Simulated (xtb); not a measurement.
xtb input (GFN2-xTB):

```bash
xtb mol.xyz --gfn 2 --ohess tight --chrg -1 --uhf 0
```
mol.xyz:
```
8

Si     0.15661456     0.57814609    -0.17393224
Br     0.07921989     1.76837452    -2.01452653
Br     0.21511971     1.93215156     1.68691414
N      1.64097468    -0.50136604    -0.15798113
N     -1.30371096    -0.51536413     0.01169974
H      1.59395104    -1.07299881     0.68250567
H     -1.25786271    -1.17032363    -0.81398137
H     -1.15556421    -1.07711077     0.84061182
```

Output:

```
           -------------------------------------------------
          |                Calculation Setup                |
           -------------------------------------------------

           -------------------------------------------------
          |                 G F N 2 - x T B                 |
           -------------------------------------------------

        Reference                      10.1021/acs.jctc.8b01176
      * Hamiltonian:
        H0-scaling (s, p, d)           1.850000    2.230000    2.230000
        zeta-weighting                 0.500000
      * Dispersion:
        s8                             2.700000
        a1                             0.520000
        a2                             5.000000
        s9                             5.000000
      * Repulsion:
        kExp                           1.500000    1.000000
        rExp                           1.000000
      * Coulomb:
        alpha                          2.000000
        third order                    shell-resolved
        anisotropic                    true
        a3                             3.000000
        a5                             4.000000
        cn-shift                       1.200000
        cn-exp                         4.000000
        max-rad                        5.000000

          ...................................................
          :                      SETUP                      :
          :.................................................:
          :  # basis functions                  41          :
          :  # atomic orbitals                  38          :
          :  # shells                           16          :
          :  # electrons                        32          :
          :  max. iterations                   250          :
          :  Hamiltonian                  GFN2-xTB          :
          :  restarted?                      false          :
          :  GBSA solvation                  false          :
          :  PC potential                    false          :
          :  electronic temp.          300.0000000     K    :
          :  accuracy                    1.0000000          :
          :  -> integral cutoff          0.2500000E+02      :
          :  -> integral neglect         0.1000000E-07      :
          :  -> SCF convergence          0.1000000E-05 Eh   :
          :  -> wf. convergence          0.1000000E-03 e    :
          :  Broyden damping             0.4000000          :
          :  net charge                         -1          :
          :  unpaired electrons                  0          :
          ...................................................

 iter      E             dE          RMSdq      gap      omega  full diag
   1    -17.5307151 -0.175307E+02  0.948E+00    5.17       0.0  T
   2    -17.5775810 -0.468659E-01  0.876E+00    2.94       1.0  T
   3    -17.6277937 -0.502127E-01  0.544E+00    3.87       1.0  T
   4    -17.5044336  0.123360E+00  0.491E+00    2.65       1.0  T
   5    -17.6449219 -0.140488E+00  0.132E+00    3.48       1.0  T
   6    -17.6455395 -0.617562E-03  0.678E-01    3.57       1.0  T
[...]

     #   Z          #   Z                                           value/Å
     1  14 Si       2  35 Br                                      2.2763462 (max)
     1  14 Si       4   7 N                                       1.6307383
     1  14 Si       5   7 N                                       1.7476305
     5   7 N        7   1 H                                       1.0068524 (min)
Molecule has no symmetry elements
It seems to be the C1 point group
     5   7 N        8   1 H                                       1.0073198

 * 3 distinct bonds (by element types)

   Z      Z             #   av. dist./Å        max./Å        min./Å
   1 H    7 N           2     1.0070861     1.0073198     1.0068524
   7 N   14 Si          2     1.6891844     1.7476305     1.6307383
  14 Si  35 Br          1     2.2763462     2.2763462     2.2763462

           -------------------------------------------------
          |               Frequency Printout                |
           -------------------------------------------------
 projected vibrational frequencies (cm⁻¹)
eigval :       -0.00    -0.00    -0.00    -0.00     0.00     0.00
eigval :       77.66   101.84   170.92   185.61   202.52   209.23
eigval :      251.10   304.43   363.99   597.05   783.48   813.49
eigval :      861.49  1227.19  1556.80  3450.48  3472.70  3506.32
 reduced masses (amu)
   1: 59.83   2: 27.38   3: 67.03   4: 72.18   5: 75.82   6: 54.62   7: 64.61   8: 11.49
   9: 11.65  10: 23.19  11: 28.99  12: 29.59  13: 14.62  14: 27.74  15: 32.51  16:  5.53
  17: 15.24  18:  3.50  19:  4.34  20: 19.02  21:  2.37  22:  1.91  23:  1.55  24:  2.09
 IR intensities (km·mol⁻¹)
   1:  0.36   2:  1.04   3:  5.60   4:  4.52   5:  4.59   6:  1.52   7:  4.53   8: 22.24
   9: 41.41  10: 36.01  11:  5.02  12: 41.11  13: 42.18  14: 48.40  15: 66.20  16:151.36
  17:123.32  18: 56.10  19:286.80  20:256.74  21: 48.68  22: 57.56  23:  7.60  24: 43.09
 Raman intensities (Ä⁴*amu⁻¹)
   1:  0.00   2:  0.00   3:  0.00   4:  0.00   5:  0.00   6:  0.00   7:  0.00   8:  0.00
   9:  0.00  10:  0.00  11:  0.00  12:  0.00  13:  0.00  14:  0.00  15:  0.00  16:  0.00
  17:  0.00  18:  0.00  19:  0.00  20:  0.00  21:  0.00  22:  0.00  23:  0.00  24:  0.00
 output can be read by thermo (or use thermo option).
 writing <g98.out> molden fake output.
 recommended (thermochemical) frequency scaling factor: 1.0
           -------------------------------------------------
          |             Thermodynamic Functions             |
           -------------------------------------------------

c1  symmetry found (for desy threshold:  0.10E+00) used in thermo

          ...................................................
          :                      SETUP                      :
          :.................................................:
          :  # frequencies                          18      :
          :  # imaginary freq.                       0      :
          :  linear?                             false      :
          :  only rotor calc.                    false      :
          :  symmetry                               c1      :
          :  rotational number                       1      :
          :  scaling factor                  1.0000000      :
          :  rotor cutoff                   50.0000000 cm⁻¹ :
          :  imag. cutoff                  -20.0000000 cm⁻¹ :
          :.................................................:

    mode    ω/cm⁻¹     T·S(HO)/kcal·mol⁻¹    T·S(FR)/kcal·mol⁻¹   T·S(vib)
   ------------------------------------------------------------------------
       1     77.66    -1.17742 ( 85.34%)    -0.92597 ( 14.66%)    -1.14055
       2    101.84    -1.01930 ( 94.51%)    -0.84571 (  5.49%)    -1.00977
       3    170.92    -0.72313 ( 99.27%)    -0.69237 (  0.73%)    -0.72290
       4    185.61    -0.67717 ( 99.48%)    -0.66794 (  0.52%)    -0.67712
       5    202.52    -0.62913 ( 99.63%)    -0.64212 (  0.37%)    -0.62917
       6    209.23    -0.61132 ( 99.67%)    -0.63246 (  0.33%)    -0.61139
       7    251.10    -0.51366 ( 99.84%)    -0.57842 (  0.16%)    -0.51376
   ------------------------------------------------------------------------

   temp. (K)  partition function   enthalpy   heat capacity  entropy
                                   cal/mol     cal/K/mol   cal/K/mol   J/K/mol
 298.15  VIB   158.                 3420.277     19.221     21.372
         ROT  0.734E+06              888.752      2.981     29.822
         INT  0.116E+09             4309.030     22.202     51.194
Note: The following floating-point exceptions are signalling: IEEE_UNDERFLOW_FLAG IEEE_DENORMAL
normal termination of xtb
         TR   0.313E+28             1481.254      4.968     42.035
         TOT                        5790.2837    27.1705    93.2283   390.0673

       T/K    H(0)-H(T)+PV         H(T)/Eh          T*S/Eh         G(T)/Eh
   ------------------------------------------------------------------------
    298.15    0.922740E-02    0.505449E-01    0.442958E-01    0.624913E-02
   ------------------------------------------------------------------------

         :::::::::::::::::::::::::::::::::::::::::::::::::::::
         ::                  THERMODYNAMIC                  ::
         :::::::::::::::::::::::::::::::::::::::::::::::::::::
         :: total free energy         -17.608401550331 Eh   ::
         ::.................................................::
         :: total energy              -17.614650676856 Eh   ::
         :: zero point energy           0.041317511881 Eh   ::
         :: G(RRHO) w/o ZPVE           -0.035068385356 Eh   ::
         :: G(RRHO) contrib.            0.006249126525 Eh   ::
         :::::::::::::::::::::::::::::::::::::::::::::::::::::

optimized geometry written to: xtbopt.xyz

           -------------------------------------------------
          | TOTAL ENERGY              -17.614650676856 Eh   |
          | TOTAL ENTHALPY            -17.564105760482 Eh   |
          | TOTAL FREE ENERGY         -17.608401550331 Eh   |
          | GRADIENT NORM               0.000316866440 Eh/α |
          | HOMO-LUMO GAP               5.490577825193 eV   |
           -------------------------------------------------

------------------------------------------------------------------------
------------------------------------------------------------------------
 total:
 SCF:
 ANC optimizer:
 analytical hessian:
```

It need not be the lowest isomer of its formula. Whether it binds its extra electron was not tested at this geometry.
